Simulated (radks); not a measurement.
Results of a calculation; reference values are marked as such.
Effect of the nuclear size on neutral europium, [Xe] 4f7 6s2. Level of theory: Dirac Kohn-Sham, LDA (Slater exchange, Perdew-Wang correlation), spin-unpolarised, spherical densities, finite nucleus; open shells are shared between the two j in proportion to 2j + 1; Fermi nuclear charge, rms radius 5.1115 fm (a radial shooting solver on a logarithmic mesh with Libxc functionals). The rms radius is varied about that value; shifts are against it.

rms radius (fm)  total energy shift (eV)  density at nucleus (e/bohr^3)  1s1/2 shift (meV)  2s1/2 shift (meV)  5s1/2 shift (meV)  5p1/2 shift (meV)  6s1/2 shift (meV)  4f7/2 shift (meV)  6p1/2 (empty) shift (meV)
4.3397                             -5.25                      6.006e+05              -2170               -277              -2.06              0.270             -0.091              0.425                      0.084
4.7384                             -2.62                      5.877e+05              -1080               -138              -1.03              0.135             -0.046              0.212                      0.042
5.1115                                 0                      5.768e+05              0.000              0.000              0.000              0.000              0.000              0.000                      0.000
5.5102                              2.96                      5.663e+05               1220                156               1.16             -0.152              0.052             -0.240                     -0.047
6.1389                              7.97                      5.514e+05               3290                420               3.12             -0.409              0.139             -0.645                     -0.127

Slopes of the eigenvalues against <r^2> in GHz/fm^2, as finite differences over the two radii next to the reference (eigenvalue slopes, not the field-shift constants of lines): 1s1/2 70400, 2s1/2 8990, 5s1/2 66.9, 5p1/2 -8.77, 6s1/2 2.97, 4f7/2 -13.8, 6p1/2 (empty) -2.72.
